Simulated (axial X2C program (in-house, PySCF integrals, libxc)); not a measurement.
**Spectroscopic constants of ZrSb**

Computed with an in-house relativistic program for diatomic molecules. Spin-free means the one-electron spin-free X2C Hamiltonian. Basis: Sb dyall-cv3z [11s12p8d4f1g], Zr dyall-cv3z [11s12p9d6f3g] (cores contracted in-house); Gaussian nuclei, density fitting, unrestricted open shells. Masses: Sb 120.904 u, Zr 89.905 u.

The run was started with this input:
```json
{"zs": [51, 40], "q": 0, "bas": ["dyall-cv3z", "dyall-cv3z"], "levels": ["PBE0", "HF", "r2SCAN"], "cc": true, "r0": 2.94, "thr": -1.0, "nmax": 90, "npts": 10, "nst": 2, "ntry": 6}
```
```bash
python so2c.py task.json out
```

Keys: zs atomic numbers; q charge; bas basis sets; levels methods; cc coupled cluster on or off; r0 starting distance in Å; thr threshold in hartree for freezing inner shells (an s shell follows its p shell); nmax most natural virtual spinors; npts points on the curve; nst determinants followed; ntry starts of the search. HF also brings MP2.

State, spin-free: M_S = 1/2, Λ = 0 (beyond evenly filled blocks: σα); electrons by block: σα: 20, σβ: 19, π+α: 10, π+β: 10, π-α: 10, π-β: 10, δ+α: 3, δ+β: 3, δ-α: 3, δ-β: 3. Fragments: Sb + Zr.

```tsv
Hamiltonian	level	Re (Å)	ωe (cm⁻¹)	ωexe (cm⁻¹)	αe (cm⁻¹)	De (eV)	D0 (eV)	k (mdyn/Å)	μ (D)
spin-free	PBE0	2.514	266.7	1.3	0.000247	2.70	2.68	2.16	5.11
```

Dipoles are positive if Zr is the positive end.

Occupations by symmetry block were frozen at the best pattern of an incomplete PBE0 search. De is counted from the lowest determinant-based energies of the atoms at the same level, without counterpoise correction. Other states lie close and PBE0, whose exact exchange favours high spin, may order them wrongly; the determinant shown need not be the ground state. The nearest other spin-free determinant of the search, M_S = 1/2, Λ = 2, lies 0.28 eV up at the distance of the search. The determinant is spin-polarised beyond a pure state at some levels (its spin-free form has ⟨S²⟩ too high), which makes Re and μ there less reliable.

No reliable constants came from CCSD (2c), CCSD (spin-free), CCSD(T) (2c), CCSD(T) (spin-free), HF (2c), HF (spin-free), MP2 (2c), MP2 (spin-free), PBE0 (2c), r2SCAN (2c), r2SCAN (spin-free): no minimum in range, unconverged points, a curve that is not smooth, a change of character along it, or the two Hamiltonians disagreeing along it.

The whole task took 14 min on 1 thread of Arm Neoverse N1, with other jobs on the host.
